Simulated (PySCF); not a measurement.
## Basis and Hamiltonian dependence of the excitation energy of Ir

Ir [Xe] 4f14 5d7 6s2 (4F) → Ir [Xe] 4f14 5d7 6s1 7s1 (6F). All values are computed (PySCF 2.14, energy differences of UHF-based or UKS calculations, no spin-orbit coupling). Values in eV.

```json
{"basis": "aug-cc-pVDZ-PP with ECP60MDF", "Hamiltonian": "ECP", "functions": "54", "UHF": "4.690", "r2SCAN": "6.094", "PBE0": "5.979", "MP2 (valence)": "6.106", "CCSD(T) (valence)": "6.149"}
{"basis": "aug-cc-pwCVDZ-PP with ECP60MDF", "Hamiltonian": "ECP", "functions": "70", "UHF": "4.640", "r2SCAN": "6.035", "PBE0": "5.923", "MP2 (valence)": "6.056", "CCSD(T) (valence)": "6.090"}
{"basis": "aug-cc-pVTZ-PP with ECP60MDF", "Hamiltonian": "ECP", "functions": "88", "UHF": "4.613", "r2SCAN": "6.043", "PBE0": "5.913", "MP2 (valence)": "6.141", "CCSD(T) (valence)": "6.173"}
{"basis": "def2-QZVPPD with the def2 core potential (60 electrons)", "Hamiltonian": "ECP", "functions": "88", "UHF": "5.465", "r2SCAN": "6.614", "PBE0": "6.533", "MP2 (valence)": "6.826", "CCSD(T) (valence)": "6.850"}
{"basis": "aug-cc-pVTZ-PP with one added diffuse shell each of s, p, d, f, g type with ECP60MDF", "Hamiltonian": "ECP", "functions": "113", "UHF": "4.596", "r2SCAN": "6.044", "PBE0": "5.912", "MP2 (valence)": "6.142", "CCSD(T) (valence)": "n/a"}
{"basis": "x2c-TZVPPall with one added diffuse shell each of s, p, d, f type", "Hamiltonian": "spin-free X2C", "functions": "113", "UHF": "4.619", "r2SCAN": "6.141", "PBE0": "6.002", "MP2 (valence)": "6.081", "CCSD(T) (valence)": "6.138"}
```

Frozen in the all-electron rows: valence: [Xe] 4f14; with a core potential, the same shells as far as they lie outside it.

At CCSD(T) (valence), def2-QZVPPD with the def2 core potential (60 electrons) lies more than 0.3 eV from the median of the rows with comparable relativity. Of these, def2-QZVPPD with the def2 core potential (60 electrons) has no diffuse functions of the l that the added or promoted electron needs.
